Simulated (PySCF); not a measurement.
Compound: C₄H₁₀GaO (charge -1).
Bonds: C1–C2 (double), C2–C3, C3–C4, C4–O5, O5–Ga6. Hydrogens: H7, H8 on C1; H9 on C2; H10, H11 on C3; H12, H13 on C4; H14, H15, H16 on Ga6.

Computed with PBE0-D3(BJ)/def2-SVP geometry optimisation, gas phase (PySCF 2.14.0).

(1) How far are the bound atoms from Ga6?

(2) List the angles at Ga6.

(3) What is the shape at Ga6?

(4) What are the other bond lengths?

(5) Give some angles away from the centre.

(6) What are the rotational constants (commonest isotopes, rigid rotor)?

## Answers

(1) 4 atoms: H16 1.611 Å, H14 1.622 Å, H15 1.623 Å, O5 1.900 Å. The nearest atom not counted as bound is C4, at 2.82 Å.

(2) 
| angle | degrees | distance of the outer atoms (Å) |
| --- | --- | --- |
| H15–Ga6–H16 | 113.1 | 2.70 |
| H14–Ga6–H16 | 112.8 | 2.69 |
| H14–Ga6–H15 | 111.4 | 2.68 |
| O5–Ga6–H14 | 107.5 | 2.85 |
| O5–Ga6–H15 | 106.4 | 2.83 |
| O5–Ga6–H16 | 105.1 | 2.79 |

(3) Distorted tetrahedral: angles from 105.1° to 113.1°; τ4 = (360° − α − β)/141° = 0.95 with α and β the two widest (0 for a square, 1 for a tetrahedron). The Ga–H distances aren't all alike: 1.611 to 1.623 Å.

(4) C1=C2 1.336 Å; C2–C3 1.489 Å; C3–C4 1.539 Å; C4–O5 1.360 Å; C1–H7 1.094 Å; C1–H8 1.096 Å; C2–H9 1.100 Å; C3–H10, C3–H11 1.104 Å; C4–H12, C4–H13 1.121 Å.

(5) C1–C2–C3 126.5°, C2–C3–C4 114.2°, C3–C4–O5 110.1°, C4–O5–Ga6 118.8°.

(6) A = 13241, B = 626.1, C = 619.0 MHz: a near-prolate asymmetric top.

Point group: C1 (no symmetry element, even within 0.4 Å). Charge -1, singlet. The geometry's basis has no diffuse functions, a weakness for an anion. No PBE0-D3(BJ)/def2-SVP frequencies stand behind this structure, so it isn't proved a minimum.

The values belong to the conformer `[CH2:1]=[CH:2][CH2:3][CH2:4][O:5][GaH3-:6]`: C1–C2–C3–C4 119°, C2–C3–C4–O5 175°, C3–C4–O5–Ga6 -174°.
